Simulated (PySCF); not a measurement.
Molecule: `CCP(=S)(CC)CC`, C6H15PS.

Geometry:
| atom | x (Å) | y (Å) | z (Å) |
| --- | --- | --- | --- |
| C1 | 2.874 | 0.362 | 0.682 |
| C2 | 1.964 | -0.434 | -0.239 |
| P3 | 0.421 | -0.988 | 0.583 |
| S4 | 0.720 | -2.061 | 2.190 |
| C5 | -0.485 | -1.869 | -0.746 |
| C6 | -1.841 | -2.386 | -0.295 |
| C7 | -0.544 | 0.533 | 0.933 |
| C8 | -0.858 | 1.439 | -0.245 |
| H9 | 3.045 | -0.193 | 1.616 |
| H10 | 2.437 | 1.338 | 0.943 |
| H11 | 3.848 | 0.551 | 0.205 |
| H12 | 1.697 | 0.129 | -1.149 |
| H13 | 2.457 | -1.365 | -0.565 |
| H14 | -0.564 | -1.201 | -1.621 |
| H15 | 0.177 | -2.703 | -1.031 |
| H16 | -2.542 | -1.564 | -0.084 |
| H17 | -2.297 | -3.020 | -1.070 |
| H18 | -1.732 | -2.981 | 0.624 |
| H19 | 0.030 | 1.056 | 1.715 |
| H20 | -1.459 | 0.175 | 1.433 |
| H21 | -1.419 | 2.326 | 0.088 |
| H22 | 0.056 | 1.801 | -0.742 |
| H23 | -1.474 | 0.931 | -1.003 |

Geometry PBE0-D3(BJ)/def2-SVP throughout; GIAO in PySCF, gas phase, one conformer, non-relativistic; equivalent atoms averaged; basis pcSseg-1.

For orientation, BP86 gives these shifts δ (against TMS, H3PO4, CS2 at the same level): C2/C5/C7 28.1, C1/C6/C8 8.2, P3 37.3, S4 -246.7, H12/H13/H14/H15/H19/H20 1.49, H9/H10/H11/H16/H17/H18/H21/H22/H23 1.08 ppm.

A run gave: C2/C5/C7 25.8, C1/C6/C8 8.3, P3 24.0, S4 -261.5, H12/H13/H14/H15/H19/H20 1.49, H9/H10/H11/H16/H17/H18/H21/H22/H23 1.05 ppm (shifts δ (against TMS, H3PO4, CS2 at the same level)).

Which functional was used in that run?
A. B97-2
B. LDA
C. OPBE
D. KT2

Results:

C. S4 tells them apart best: OPBE gives -261.5, B97-2 gives -270.7, KT2 gives -233.5, LDA gives -242.6 ppm.
